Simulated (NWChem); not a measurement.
C₂H₄F₂OSi; SMILES FC1(F)OC[SiH2]1

```xyz
10

F      0.1967    -1.4446    -1.0756
C      0.0246    -0.6539     0.0000
F      0.1967    -1.4446     1.0756
O     -1.2474    -0.1189     0.0000
C     -1.0569     1.3116     0.0000
Si     0.8392     1.1007     0.0000
H     -1.5141     1.7618    -0.8954
H     -1.5141     1.7618     0.8954
H      1.5786     1.4998    -1.2297
H      1.5786     1.4998     1.2297
```
Atoms are numbered in this order, from 1.

Computed with NWChem. Pople sets run with spherical d functions. The geometry was optimised at PBE0/def2-SVP. Vzz is the largest principal value of the second derivative of the potential at the nucleus (NWChem prints the opposite sign); η is the asymmetry. Non-relativistic.

```csv
level,Vzz O4 (a.u.),η O4,relative time
CAM-B3LYP/def2-SVP,1.736,0.91,3
PBE0/cc-pVTZ,1.751,0.94,5
PBE0/6-31G*,1.670,0.96,1
```

Times are rough ratios from one shared machine.
